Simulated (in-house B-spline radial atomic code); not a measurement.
A fraction x of an electron is removed from 5s in neutral strontium, starting from [Kr] 5s2 and keeping the highest spin. Computed with a radial B-spline atomic code at the basis-set limit: non-relativistic TPSS, spin-polarised, spherical fractional occupations, point nucleus.

```
   x  E(x) - E(0) (eV)  5s down level (eV)
   0            0.0000              -3.483
0.08            0.2911              -3.794
0.19            0.7321              -4.224
0.36            1.5066              -4.888
0.44            1.9101              -5.200
 0.5            2.2292              -5.437
0.51            2.2838              -5.476
0.72            3.5246              -6.366
0.87            4.5374              -7.178
0.96            5.2093              -7.732
   1            5.5178                   -
```

The exact functional would give a straight line between the two integer points. Deviations E(x) - E(0) - x[E(1) - E(0)], in eV: -0.15 at x = 0.08, -0.316 at x = 0.19, -0.48 at x = 0.36, -0.518 at x = 0.44, -0.53 at x = 0.5, -0.53 at x = 0.51, -0.448 at x = 0.72, -0.263 at x = 0.87, -0.088 at x = 0.96.

The curve lies below the straight line by up to 0.53 eV (at x = 0.5): convex, the delocalisation error that favours fractional charges.

Question: How well does Slater's transition state (minus the level at half occupation) give the ionisation energy?

Answer: It gives 5.437 eV against 5.518 eV from the two total energies; NIST lists 5.69 eV, ground level to ground level.
